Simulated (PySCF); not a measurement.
C₄H₉NaO (SMILES CC(C)(C)[O][Na]), singlet, at a GFN2-xTB geometry (such geometries of metal compounds can be far from the true shape); HF/STO-3G run with PySCF.

Input for PySCF:
```python
from pyscf import gto, scf

mol = gto.M(
    atom='''
Na    1.41416953    1.64452484    0.99121953
O     0.00638526    0.48438095    0.82645381
C    -0.34210795   -0.36358128   -0.18034111
C     0.75261015   -1.42345878   -0.42643827
C    -1.65128625   -1.09921080    0.19043998
C    -0.57667651    0.39883633   -1.50187583
H     0.46412264   -2.11615523   -1.21272031
H     0.92429880   -1.97817725    0.49249473
H     1.68367264   -0.92366625   -0.71262686
H    -1.49879107   -1.65142879    1.11299942
H    -1.95379042   -1.78388005   -0.59743711
H    -2.43541732   -0.36628070    0.35593475
H     0.34667865    0.90926824   -1.79481754
H    -1.35327420    1.14432514   -1.35006294
H    -0.87968312   -0.27433875   -2.29951818
''',
    basis='sto-3g',
    verbose=4,
    symmetry=True,
)

mf = scf.RHF(mol)
mf.kernel()
mf.analyze()
```

What the program printed (banner, timings and long lists left out):

```
PySCF version 2.14.0

[INPUT] verbose = 4
[INPUT] num. atoms = 15
[INPUT] num. electrons = 52
[INPUT] charge = 0
[INPUT] spin (= nelec alpha-beta = 2S) = 0
[INPUT] symmetry True subgroup None
[INPUT] Mole.unit = angstrom
[INPUT] Symbol           X                Y                Z      unit          X                Y                Z       unit  Magmom
[INPUT]  1 Na     1.414169530000   1.644524840000   0.991219530000 AA    2.672393105405   3.107701552644   1.873133441020 Bohr   0.0
[INPUT]  2 O      0.006385260000   0.484380950000   0.826453810000 AA    0.012066392634   0.915347335457   1.561771355503 Bohr   0.0
[INPUT]  3 C     -0.342107950000  -0.363581280000  -0.180341110000 AA   -0.646490330536  -0.687069043219  -0.340795306900 Bohr   0.0
[INPUT]  4 C      0.752610150000  -1.423458780000  -0.426438270000 AA    1.422227062068  -2.689947243808  -0.805851539333 Bohr   0.0
[INPUT]  5 C     -1.651286250000  -1.099210800000   0.190439980000 AA   -3.120478765760  -2.077207365164   0.359879405368 Bohr   0.0
[INPUT]  6 C     -0.576676510000   0.398836330000  -1.501875830000 AA   -1.089760666370   0.753691432227  -2.838133991804 Bohr   0.0
[INPUT]  7 H      0.464122640000  -2.116155230000  -1.212720310000 AA    0.877064677810  -3.998953821766  -2.291709251598 Bohr   0.0
[INPUT]  8 H      0.924298800000  -1.978177250000   0.492494730000 AA    1.746671589264  -3.738213228345   0.930680157492 Bohr   0.0
[INPUT]  9 H      1.683672640000  -0.923666250000  -0.712626860000 AA    3.181680173023  -1.745476243004  -1.346669594409 Bohr   0.0
[INPUT] 10 H     -1.498791070000  -1.651428790000   1.112999420000 AA   -2.832304640244  -3.120748127322   2.103264080600 Bohr   0.0
[INPUT] 11 H     -1.953790420000  -1.783880050000  -0.597437110000 AA   -3.692128798599  -3.371044733575  -1.128992514552 Bohr   0.0
[INPUT] 12 H     -2.435417320000  -0.366280700000   0.355934750000 AA   -4.602271733822  -0.692170207714   0.672619195716 Bohr   0.0
[INPUT] 13 H      0.346678650000   0.909268240000  -1.794817540000 AA    0.655127701734   1.718267947365  -3.391713594166 Bohr   0.0
[INPUT] 14 H     -1.353274200000   1.144325140000  -1.350062940000 AA   -2.557317609440   2.162461112055  -2.551249207525 Bohr   0.0
[INPUT] 15 H     -0.879683120000  -0.274338750000  -2.299518180000 AA   -1.662360173203  -0.518425102856  -4.345459578658 Bohr   0.0

nuclear repulsion = 269.069949106723
point group symmetry = C1
symmetry origin: [0. 0. 0.]
symmetry axis x: [1. 0. 0.]
symmetry axis y: [0. 1. 0.]
symmetry axis z: [0. 0. 1.]
num. orbitals of irrep A = 43
number of shells = 29
number of NR pGTOs = 129
number of NR cGTOs = 43
basis = sto-3g
ecp = {}

******** <class 'pyscf.scf.hf.RHF'> ********
method = RHF
initial guess = minao
damping factor = 0
level_shift factor = 0
DIIS = <class 'pyscf.scf.diis.CDIIS'>
diis_start_cycle = 1
diis_space = 8
diis_damp = 0
SCF conv_tol = 1e-09
SCF conv_tol_grad = None
SCF max_cycles = 50
direct_scf = True
direct_scf_tol = 1e-13
Set gradient conv threshold to 3.16228e-05
Initial guess from minao.
init E= -389.153968005098
  HOMO = -0.336257036616567  LUMO = 0.238106671409174  gap/eV = 15.62923
cycle= 1 E= -388.392857725777  delta_E= 0.761  |g|= 0.648  |ddm|= 4.39
  HOMO = 0.0843392288483684  LUMO = 0.449395085318412  gap/eV = 9.93368
cycle= 2 E= -388.541520129342  delta_E= -0.149  |g|= 0.202  |ddm|= 1.25
  HOMO = -0.126733444841439  LUMO = 0.43929899679105  gap/eV = 15.40253
cycle= 3 E= -388.555288272144  delta_E= -0.0138  |g|= 0.0448  |ddm|= 0.335
  HOMO = -0.138929852009381  LUMO = 0.433005109257327  gap/eV = 15.56314
cycle= 4 E= -388.556315625653  delta_E= -0.00103  |g|= 0.0104  |ddm|= 0.0916
  HOMO = -0.135120915554044  LUMO = 0.432609440920524  gap/eV = 15.44873
cycle= 5 E= -388.556389001101  delta_E= -7.34e-05  |g|= 0.00258  |ddm|= 0.027
  HOMO = -0.135776803392318  LUMO = 0.432344279336277  gap/eV = 15.45936
cycle= 6 E= -388.55639374373  delta_E= -4.74e-06  |g|= 0.000276  |ddm|= 0.00822
  HOMO = -0.13586175740348  LUMO = 0.432261336705579  gap/eV = 15.45942
cycle= 7 E= -388.55639378332  delta_E= -3.96e-08  |g|= 8.3e-05  |ddm|= 0.000545
  HOMO = -0.135875800222917  LUMO = 0.432261526918177  gap/eV = 15.45980
cycle= 8 E= -388.556393788803  delta_E= -5.48e-09  |g|= 2.16e-05  |ddm|= 0.000245
  HOMO = -0.135869779375155  LUMO = 0.432258615750669  gap/eV = 15.45956
cycle= 9 E= -388.55639378922  delta_E= -4.17e-10  |g|= 3.59e-06  |ddm|= 8.15e-05
  HOMO = -0.135871009972472  LUMO = 0.432258529274502  gap/eV = 15.45959
Extra cycle  E= -388.556393789229  delta_E= -8.19e-12  |g|= 1.52e-06  |ddm|= 7.43e-06
converged SCF energy = -388.556393789229
**** SCF Summaries ****
Total Energy =                        -388.556393789228537
Nuclear Repulsion Energy =             269.069949106723357
One-electron Energy =                -1076.117398316797562
Two-electron Energy =                  418.491055420845612
Two-electron Coulomb Energy =          465.117400930853762
DFT Exchange-Correlation Energy =      -46.626345510008150
HOMO-LUMO gap [eV] =                    15.459592201814136
**** MO energy ****
MO #1   energy= -40.2119299119455  occ= 2
MO #2   energy= -19.9036699130097  occ= 2
MO #3   energy= -10.994642346395   occ= 2
MO #4   energy= -10.9697364942283  occ= 2
MO #5   energy= -10.9692939276938  occ= 2
MO #6   energy= -10.9579893570112  occ= 2
MO #7   energy= -2.77448195065818  occ= 2
MO #8   energy= -1.4301745944758   occ= 2
MO #9   energy= -1.42816128367205  occ= 2
MO #10  energy= -1.42802150904703  occ= 2
MO #11  energy= -1.08296171681188  occ= 2
MO #12  energy= -0.90950054656325  occ= 2
MO #13  energy= -0.843054265620755 occ= 2
MO #14  energy= -0.834627423314241 occ= 2
MO #15  energy= -0.615295851520564 occ= 2
MO #16  energy= -0.517277219315899 occ= 2
MO #17  energy= -0.510222874837129 occ= 2
MO #18  energy= -0.509513135103581 occ= 2
MO #19  energy= -0.466265799998832 occ= 2
MO #20  energy= -0.457526542792837 occ= 2
MO #21  energy= -0.433241087812966 occ= 2
MO #22  energy= -0.37564940817278  occ= 2
MO #23  energy= -0.374605404293556 occ= 2
MO #24  energy= -0.296593647101244 occ= 2
MO #25  energy= -0.137335619583375 occ= 2
MO #26  energy= -0.135871009972472 occ= 2
MO #27  energy= 0.432258529274502  occ= 0
MO #28  energy= 0.664810329609235  occ= 0
MO #29  energy= 0.677065188152414  occ= 0
MO #30  energy= 0.68562248979181   occ= 0
MO #31  energy= 0.711848675676644  occ= 0
MO #32  energy= 0.720421294416928  occ= 0
MO #33  energy= 0.762277384802387  occ= 0
MO #34  energy= 0.770188704033611  occ= 0
 ** Mulliken pop on meta-lowdin orthogonal AOs  **
 ** Mulliken pop  **
 ** Mulliken atomic charges  **
charge of    0Na =      0.77111
charge of    1O =     -0.64839
charge of    2C =      0.14505
charge of    3C =     -0.12828
charge of    4C =     -0.12346
charge of    5C =     -0.12836
charge of    6H =      0.01561
charge of    7H =      0.01794
charge of    8H =     -0.00173
charge of    9H =      0.01914
charge of   10H =      0.01104
charge of   11H =      0.01899
charge of   12H =     -0.00209
charge of   13H =      0.01764
charge of   14H =      0.01580
Dipole moment(X, Y, Z, Debye):  5.47881,  4.99739,  1.46768
```
